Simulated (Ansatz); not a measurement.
Relaxation of CH$_{8}$B$_{2}$N$_{2}$Si (14 atoms, charge 0, multiplicity 1), to a largest force component of 0.015 eV/Å in at most 40 steps.

All numbers below come from RKS PBE/STO-3G in Ansatz.

```xyz
14
Properties=species:S:1:pos:R:3:forces:R:3
B 0.105 -2.207 0.411 -0.37 1.78 -0.70
Si 0.193 -0.232 0.324 1.00 -3.31 1.49
N 1.168 0.512 1.595 1.33 0.66 1.31
B -1.352 0.740 -0.035 -3.64 0.58 0.23
C -0.665 1.046 -1.449 -2.38 3.44 1.22
N 0.622 0.388 -1.279 2.30 -1.82 -0.43
H 0.266 -2.798 -0.573 0.27 -0.66 -0.26
H -0.348 -2.662 1.358 -0.17 -0.85 0.94
H 0.783 0.244 2.563 0.24 -0.01 -0.54
H 2.142 0.057 1.579 -0.46 0.04 0.25
H -2.469 0.968 0.511 1.86 0.05 -1.08
H -1.210 0.630 -2.270 -1.03 -0.35 -1.77
H -0.588 2.178 -1.582 -0.21 -0.82 -0.35
H 1.340 1.107 -1.125 1.25 1.25 -0.32
```

Q: Where does it end, and by what steps?

A: The forces met the threshold. Limits of this set-up: minimal basis. After 21 steps the energy has fallen by 2.043 eV; H11 moved furthest, 1.48 Å. Joined: B4–N6 (2.36 → 1.60 Å).

```csv
step,energy less start (eV),largest force component (eV/Å),accepted
0,0.0000,3.641,yes
1,-0.6256,1.715,yes
2,-0.8681,0.680,yes
3,-0.9399,0.825,yes
4,-1.0014,0.755,yes
5,-1.0540,1.090,yes
6,-1.1304,1.258,yes
7,-1.2870,0.974,yes
8,-1.4682,0.435,yes
9,-1.6244,0.644,yes
10,-1.6799,1.215,yes
11,-1.7944,0.751,yes
12,-1.8457,1.318,yes
13,-1.9330,0.987,yes
14,-2.0062,0.611,yes
15,-2.0329,0.348,yes
16,-2.0079,0.436,no
17,-2.0407,0.173,yes
18,-2.0412,0.080,yes
19,-2.0431,0.029,yes
20,-2.0432,0.015,yes
21,-2.0432,0.009,yes
```

```xyz
14
Properties=species:S:1:pos:R:3
B 0.160 -2.177 0.076
Si 0.100 -0.327 0.621
N 1.320 0.179 1.824
B -1.068 1.092 -0.033
C -0.968 0.738 -1.565
N 0.328 0.880 -0.782
H 0.048 -2.490 -1.055
H 0.203 -3.039 0.880
H 0.881 0.820 2.545
H 1.623 -0.662 2.392
H -1.469 2.053 0.502
H -1.121 -0.255 -2.034
H -1.104 1.562 -2.289
H 1.055 1.597 -1.053
```

Whether the end is a true minimum wasn't checked by a vibrational analysis.

Time of the run: 83 s on 1 thread of Arm Neoverse V1, with other jobs on the host, peak memory 0.15 GiB.
